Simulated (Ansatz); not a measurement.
`[CH3][In]([OH])[GaH2]` and `[CH3][In]([OH])[OH]` differ in one atom or group.

Ansatz, PBE0-D4/def2-TZVP geometries, multiplicity 1. Each molecule was computed in one conformer, which needn't be the lowest.

Elements past krypton have def2 core potentials. Scalar relativity is left out up to krypton.

```json
{"property": "size of the dipole moment (ωB97M-V/def2-TZVPP) / D", "`[CH3][In]([OH])[GaH2]`": "1.96"}
{"property": "size of the dipole moment (PBE/def2-TZVPP) / D", "`[CH3][In]([OH])[GaH2]`": "1.60"}
{"property": "LUMO energy (B3LYP/def2-TZVPP) / eV", "`[CH3][In]([OH])[GaH2]`": "-2.55"}
{"property": "HOMO–LUMO gap (PBE0/def2-TZVPP) / eV", "`[CH3][In]([OH])[GaH2]`": "4.49"}
{"property": "HOMO energy (B3LYP/def2-TZVPP) / eV", "`[CH3][In]([OH])[GaH2]`": "-6.60"}
{"property": "LUMO energy (PBE/def2-TZVPP) / eV", "`[CH3][In]([OH])[GaH2]`": "-3.04"}
```

Question: Give the same properties after the change, and the shifts. (An estimate is asked.)

Answer: Computed: 
| property | `[CH3][In]([OH])[OH]` | shift |
| --- | --- | --- |
| size of the dipole moment (ωB97M-V/def2-TZVPP) / D | 3.04 | 1.08 |
| size of the dipole moment (PBE/def2-TZVPP) / D | 2.83 | 1.23 |
| LUMO energy (B3LYP/def2-TZVPP) / eV | -1.30 | 1.25 |
| HOMO–LUMO gap (PBE0/def2-TZVPP) / eV | 7.09 | 2.60 |
| HOMO energy (B3LYP/def2-TZVPP) / eV | -7.78 | -1.18 |
| LUMO energy (PBE/def2-TZVPP) / eV | -1.83 | 1.21 |

With PBE0 the HOMO falls by 1.24 eV and the LUMO rises by 1.36 eV, so the gap widens by about 2.60 eV. PBE moves the HOMO by -0.63 eV and ωB97M-V by -1.73 eV. The zero-point energy changes by 0.7 kJ/mol with -3 modes. Dipoles are sizes alone; their direction can turn.

B3LYP here is the variant with VWN-RPA as its local correlation; programs differ in this.
